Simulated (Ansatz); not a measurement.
Cd₅O₅. The state is a singlet with charge 0. Geometry PBE0-D4/def2-SVP; atoms count from 1.

```
atom   x (Å)   y (Å)   z (Å)
 Cd1  -1.316   0.201   0.838
 Cd2   0.257   2.641  -1.790
 Cd3  -1.542  -2.225  -0.549
 Cd4   1.424   1.607   1.590
 Cd5  -2.247   2.777   0.158
  O6   0.628  -2.095   0.850
  O7  -0.175  -0.008  -1.194
  O8   1.343  -1.569  -0.714
  O9   0.486  -1.019   1.536
 O10   1.142  -0.310  -0.723
```

In the def2 sets Cd takes a core potential; there is no spin–orbit coupling. The structure holds 3 bonds between oxygen atoms, so isomers without such links may lie far lower. The restricted singlet is unstable towards broken spin symmetry in Hartree–Fock (as tested in another run); at PBE0-D4/def2-TZVP this wasn't settled. Another isomer (singlet) lies 3.22 eV lower at PBE0-D4/def2-TZVP; other spin states weren't run for this one.

Estimate the Mulliken populations from the PBE0/def2-TZVP orbitals of Ansatz.


```
atom  charge (e)  d electrons
 Cd1        0.39        10.02
 Cd2        0.11        10.00
 Cd3        0.27        10.00
 Cd4        0.13        10.00
 Cd5        0.13         9.99
  O6       -0.12            –
  O7       -0.51            –
  O8       -0.13            –
  O9       -0.32            –
 O10        0.05            –
```
Mulliken values depend strongly on the basis.

And the Mayer bond orders between heavy atoms (over 0.3)?

Cd1–Cd3 0.59 (2.80 Å); Cd1–Cd5 0.46 (2.82 Å); Cd1–O9 0.33 (2.29 Å); Cd2–Cd5 0.37 (3.18 Å); O6–O8 0.48 (1.80 Å); O6–O9 1.08 (1.28 Å); O7–O10 0.82 (1.43 Å); O8–O10 1.12 (1.28 Å).
